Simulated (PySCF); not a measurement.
AsH₆NSi.
Numbering: `[NH2:1][SiH2:2][AsH2:3]` (hydrogens: H4, H5 on N1; H6, H7 on Si2; H8, H9 on As3)

Computed with EOM-IP-CCSD/aug-cc-pVDZ in PySCF, restricted Hartree–Fock reference, 15 core orbitals frozen, non-relativistic, gas phase, PBE0-D3(BJ)/def2-SVP geometry.

Hartree–Fock orbital energies give these Koopmans values (eV): HOMO 9.57, HOMO-1 10.84, HOMO-2 12.00, HOMO-3 13.00, HOMO-4 13.64, HOMO-5 15.15, HOMO-6 17.99, HOMO-7 19.01.

Q: What vertical ionisation energies does EOM-IP-CCSD give?

A: 
| leading hole (HF orbital) | Koopmans (eV) | EOM-IP-CCSD (eV) | change (eV) | one-hole share |
| --- | --- | --- | --- | --- |
| HOMO | 9.57 | 9.19 | -0.38 | 0.96 |
| HOMO-1 | 10.84 | 9.89 | -0.95 | 0.95 |
| HOMO-2 | 12.00 | 11.25 | -0.75 | 0.95 |
| HOMO-3 | 13.00 | 12.19 | -0.81 | 0.94 |
| HOMO-4 | 13.64 | 12.80 | -0.84 | 0.94 |
| HOMO-5 | 15.15 | 13.91 | -1.24 | 0.93 |
| HOMO-6 | 17.99 | 16.75 | -1.24 | 0.94 |
| HOMO-7 | 19.01 | 17.23 | -1.78 | 0.85 |

Q: Does the order of the lines follow the orbital energies?

A: Yes, no two lines change places. The corrections run from -1.78 to -0.38 eV, with a mean of -1.00 eV over the 8 lines; no line lies above its Koopmans value. Koopmans values leave out both the relaxation of the orbitals and the change in correlation energy.

Q: At what kinetic energies would He I light (21.22 eV) eject these electrons?

A: 12.03 eV (HOMO), 11.33 eV (HOMO-1), 9.97 eV (HOMO-2), 9.03 eV (HOMO-3), 8.42 eV (HOMO-4), 7.31 eV (HOMO-5), 4.47 eV (HOMO-6), 3.99 eV (HOMO-7).

One root was sought for each valence orbital with −ε under 21 eV, eight at most, so deeper holes and satellites are missing; no vibrational structure.

Conformer computed: `[NH2:1][SiH2:2][AsH2:3]`: H–N1–Si2–As3 52°, H–N1–Si2–As3 -164°, H–As3–Si2–N1 177°, H–As3–Si2–N1 84°.

One conformer stands for the species.
